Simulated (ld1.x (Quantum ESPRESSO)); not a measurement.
Configuration tests for iridium (Ir) (TM)

ld1.x (Quantum ESPRESSO) 7.5 input, shortened:

```
&input
   title='Ir', zed=77., rel=1, dft='PBE', iswitch=3,
   config='[Xe] 4f14 5d7 6s1 6p0'
 /
 &inputp
   pseudotype=2, tm=.true., lloc=0,
   nlcc=.true., new_core_ps=.true., rcore=0.65
 /
3
5P  2  1   6.00   0.00  1.15  1.15  0.0
5D  3  2   7.00   0.00  1.50  1.50  0.0
5S  1  0   2.00   0.00  1.15  1.15  0.0
 &test
   configts(1)='5s2 5p6 5d7 6s1 6p0'
 /
```

Occupied shells without a wave of their own: 6s. They enter only through the test configuration that unscreens the potential, and ld1.x also counts them in the model core charge.

Energies are relative to the spin-unpolarised reference configuration 5s2 5p6 5d7 6s1 6p0; without spin polarisation the order of configurations can differ from experiment.

ld1.x takes every shell without a wave as core, so the model core holds the 6s electrons as well and exchange and correlation see them twice. This cancels in the reference configuration, but the file is broken for other ones, and its errors say nothing about a proper core correction.

```tsv
valence configuration	charge	ΔE all-electron (eV)	error AE − PS (meV)
5s2 5p6 5d7 6s2 6p0	0	-9.879	+160
5s2 5p6 5d7 6s0 6p0	+2	17.469	-377
5s2 5p6 5d6 6s0 6p0	+3	48.010	-585
5s1 5p6 5d7 6s2 6p0	+1	94.948	+163
5s2 5p6 5d7 6s1 6p1	0	-4.564	-41
5s2 5p5 5d7 6s2 6p0	+1	51.068	+229
5s2 5p6 5d8 6s1 6p0	0	-10.213	-34
```
